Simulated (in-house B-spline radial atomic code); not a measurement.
Atomic self-consistent-field run: the barium ion Ba³⁺ (an excited or competing configuration). Computed with a B-spline radial code for spherical atoms: Dirac-Hartree-Fock, average of configuration, Fermi nucleus of rms radius 4.8378 fm.

Command:
```bash
python run_scf.py task.json out
```
Settings (nuclear radius in fm, mass in u):
```
Z                56
configuration    [Kr] 4d10 5s2 5p4 7f1
hamiltonian      dirac
method           hf
spin_polarised   False
nucleus          fermi
rms_radius       4.8378
atomic_mass      137.90525
speed_of_light   137.035999084
```

Output (hartree, bohr):
```
 radial grid: 81 intervals, B-splines of order 8, outer radius 60 bohr

 iter        energy (Eh)    residual
    1       -8123.470154    6.09e-01
    2       -8130.558547    2.91e-01
    3       -8132.179996    7.98e-02
    4       -8132.309018    2.37e-02
    5       -8132.319586    9.62e-03
    6       -8132.321494    7.01e-04
    7       -8132.321503    1.76e-04
    8       -8132.321503    1.77e-05
    9       -8132.321503    7.44e-07
   10       -8132.321503    6.55e-08

 total energy                     -8132.32150
 kinetic                            8680.9740
 electron-nucleus                 -19710.2206
 electron-electron                  2896.9252

 first-order corrections (not in the total)
   Gaunt                             7.3084
   retardation                      -0.7586
   frequency dependence             -0.0784
   self-energy                       5.0021
   Uehling                          -0.7152
   Wichmann-Kroll                    0.0180
   recoil                            0.0215

 orbital      occ     eigenvalue          <r>       <r^2>       <1/r>       <r^4>       r_max    small
 1s1/2      2.000     -1385.2063    0.0255745  0.00088816      60.698 2.07604e-06     0.01643  4.28e-02
 2s1/2      2.000      -223.9341     0.109163   0.0141207      14.273 0.000345302     0.09291  9.26e-03
 2p1/2      2.000      -210.4455     0.092029   0.0104333     14.2153  0.00022038     0.07115  9.26e-03
 2p3/2      4.000      -196.3672    0.0979797   0.0116969     12.9821 0.000270109     0.07619  8.74e-03
 3s1/2      2.000       -49.9973     0.290268    0.096408     5.14646   0.0141164      0.2657  2.82e-03
 3p1/2      2.000       -44.3013     0.280667   0.0915289     5.04727   0.0133295      0.2529  2.75e-03
 3p3/2      4.000       -41.5118     0.292256   0.0990493     4.74473   0.0155417      0.2637  2.61e-03
 3d3/2      4.000       -31.6454     0.263533   0.0819643     4.59259   0.0121324      0.2133  2.48e-03
 3d5/2      6.000       -31.0594       0.2672     0.08412     4.51499    0.012725      0.2164  2.44e-03
 4s1/2      2.000       -11.5841     0.673161    0.510522     2.08922    0.378273      0.6244  8.25e-04
 4p1/2      2.000        -9.4231     0.697708    0.552877     1.98062    0.457617      0.6376  7.60e-04
 4p3/2      4.000        -8.8365     0.722954    0.593446     1.88856    0.527278      0.6605  7.21e-04
 4d3/2      4.000        -5.2360      0.79147    0.724956     1.66426    0.853202      0.6908  5.82e-04
 4d5/2      6.000        -5.1349     0.801195    0.742652     1.63975    0.894984       0.699  5.70e-04
 5s1/2      2.000        -2.7575      1.59571     2.84209    0.821178     11.5562       1.456  1.80e-04
 5p1/2      1.333        -2.1455      1.75209     3.43847    0.742783     17.1624       1.584  1.53e-04
 5p3/2      2.667        -2.0524      1.81126     3.67195    0.713893     19.5192       1.639  1.44e-04
 7f5/2      0.429        -0.2109      12.6954     183.019    0.119967     45116.2       13.94  1.21e-05
 7f7/2      0.571        -0.2108      12.7065     183.344    0.119929     45274.9       13.96  1.21e-05
```

Cost of the run: 1.6 s on 1 thread of Arm Neoverse V2, on a shared host.

For the Dirac Hamiltonian the kinetic term is c α·p + (β - 1)c².
